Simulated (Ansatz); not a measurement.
Total energies of `C[CH2][Ga]([Br])[CH](C)C`.

```xyz
19

C    -0.184   -1.688    2.834
C    -0.573   -0.565    1.884
Ga    0.562   -0.353    0.286
Br    2.340   -1.847    0.140
C     0.456    0.939   -1.213
C    -0.850    1.725   -1.186
C     0.698    0.277   -2.564
H    -0.204   -2.661    2.338
H     0.830   -1.556    3.220
H    -0.861   -1.739    3.692
H    -0.571    0.404    2.397
H    -1.600   -0.693    1.521
H     1.285    1.633   -1.021
H    -1.011    2.238   -0.233
H    -1.715    1.075   -1.356
H    -0.865    2.486   -1.974
H    -0.100   -0.430   -2.814
H     1.641   -0.272   -2.588
H     0.722    1.027   -3.363
```

The species carries charge 0 and has multiplicity 1. Correlated methods freeze the filled d shell of Ga, Br. Scalar relativity is left out up to krypton. The geometry is a stationary point of PBE0-D4/def2-TZVP. It is one conformer, not always the lowest. Basis def2-TZVPP, the Gaussian-basis code of Ansatz.

RPA on PBE orbitals: Hartree–Fock energy of these orbitals -4692.03984 Eh, correlation -1.85106 Eh (frozen core).

```json
{"functional": "HSE06 (plane-wave form)", "energy without D4 (Eh)": "-4696.10048", "D4 term (kJ/mol)": "-37.6"}
{"functional": "PBE-QIDH", "energy without D4 (Eh)": "-4695.34143", "D4 term (kJ/mol)": "–"}
```

**Question.** Give the same for LDA (SPW92), PBE, revPBE, BLYP, r2SCAN, B97M-V, PBE0, B3LYP, r2SCANh, r2SCAN0, BHLYP, CAM-B3LYP, LC-ωPBE, ωB97X-V, ωB97M-V, B2PLYP. (An estimate is asked.)

**Answer.** Ansatz gave: 
| functional | energy without D4 (Eh) | D4 term (kJ/mol) |
| --- | --- | --- |
| LDA (SPW92) | -4688.42916 | – |
| PBE | -4695.93833 | -46.3 |
| revPBE | -4696.47633 | -130.5 |
| BLYP | -4696.86988 | -98.7 |
| r2SCAN | -4696.75619 | -12.2 |
| B97M-V | -4696.08126 | – |
| PBE0 | -4696.10937 | -40.0 |
| B3LYP | -4696.99594 | -74.2 |
| r2SCANh | -4696.73929 | -13.1 |
| r2SCAN0 | -4696.71615 | -14.5 |
| BHLYP | -4696.74152 | -60.0 |
| CAM-B3LYP | -4697.02912 | -41.2 |
| LC-ωPBE | -4696.18324 | – |
| ωB97X-V | -4696.44276 | – |
| ωB97M-V | -4696.53887 | – |
| B2PLYP | -4695.87585 | – |

B3LYP takes the VWN-RPA correlation (the form of Gaussian; ORCA's B3LYP/G). HSE06 is the plane-wave form, built on full-range PBE exchange. The double hybrids freeze the cores in their second-order part.

LC-ωPBE has ω = 0.4 bohr⁻¹.
